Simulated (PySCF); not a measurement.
# Excitation energy of Te by level of theory

Te [Kr] 4d10 5s2 5p4 (3P) → Te [Kr] 4d10 5s2 5p3 5d1 (5D), as a difference of total energies. All numbers are calculated (PySCF 2.14, scalar relativity through the core potential, in aug-cc-pVQZ-PP with one added diffuse shell each of s, p, d, f, g type with ECP28MDF (8s8p6d4f3g, 117 functions)). Correlated levels: valence: 4s2 4p6 4d10 frozen. The calculations carry no spin-orbit coupling.

```
           method  excitation energy (cm⁻¹)  error (cm⁻¹)
              UHF                     47350         -6326
              LDA                     52810          -865
              PBE                     50503         -3173
             PBE0                     51331         -2345
           r2SCAN                     52221         -1455
           M06-2X                     51048         -2628
            wB97X                     56959         +3283
          wB97X-V                     55685         +2009
    MP2 (valence)                     51559         -2117
SCS-MP2 (valence)                     52974          -702
```

Reference: 53676 cm⁻¹ (measured; NIST levels, between the centres of gravity of the two terms).

Errors of the correlated levels include the incompleteness of this basis and the frozen core.
